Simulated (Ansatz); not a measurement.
Geometry optimisation, Ansatz 0.2.0, RKS B3LYP-D4/6-31G.

input.yaml

```yaml
crystal:
  periodic: [false, false, false]
  atoms:
    - { symbol: Na, position_ang: [-0.76912, -0.37106, -2.80989] }
    - { symbol: C, position_ang: [-0.52195, 0.37281, -0.63046] }
    - { symbol: C, position_ang: [0.90002, 0.25425, -0.05565] }
    - { symbol: Si, position_ang: [-0.45295, -0.51336, 1.00002] }
    - { symbol: H, position_ang: [-0.87789, 1.40588, -0.51003] }
    - { symbol: H, position_ang: [1.59464, -0.4074, -0.56321] }
    - { symbol: H, position_ang: [1.39215, 1.16752, 0.26469] }
    - { symbol: H, position_ang: [-0.55529, -1.97562, 0.99189] }
    - { symbol: H, position_ang: [-0.70962, 0.06699, 2.31264] }
basis:
  gaussian: { orbitals: "6-31G" }
hamiltonian:
  xc: b3lyp
  dispersion: d4
relax:
  f_tol: 0.02
  max_steps: 40
scf:
  lower_state_search: "off"
```

Run as:

```bash
$ ansatz run input.yaml --threads 1 --pin off --max-ram 2048MiB --backend cpu --events-out ev --progress --plain --runs-dir out
```

Problem. Where does it end, and by what steps?

Solution. The forces met the threshold. Limits of this set-up: no polarisation functions. After 6 steps the energy has fallen by 0.163 eV; Na1 moved furthest, 0.39 Å.

```
step  energy less start (eV)  largest force component (eV/Å)  accepted
   0                  0.0000                           0.949       yes
   1                 -0.1284                           0.431       yes
   2                 -0.1572                           0.154       yes
   3                 -0.1616                           0.096       yes
   4                 -0.1628                           0.042       yes
   5                 -0.1629                           0.027       yes
   6                 -0.1630                           0.018       yes
```

```xyz
9
Properties=species:S:1:pos:R:3
Na -1.064 -0.545 -2.627
C -0.404 0.469 -0.710
C 0.978 0.303 -0.039
Si -0.457 -0.549 0.922
H -0.824 1.478 -0.610
H 1.721 -0.326 -0.527
H 1.434 1.177 0.432
H -0.582 -2.044 0.900
H -0.801 0.037 2.259
```

Whether the end is a true minimum wasn't checked by a vibrational analysis.

The run took 18 s on 1 thread of Arm Neoverse V1 (shared host), peak memory 0.12 GiB.
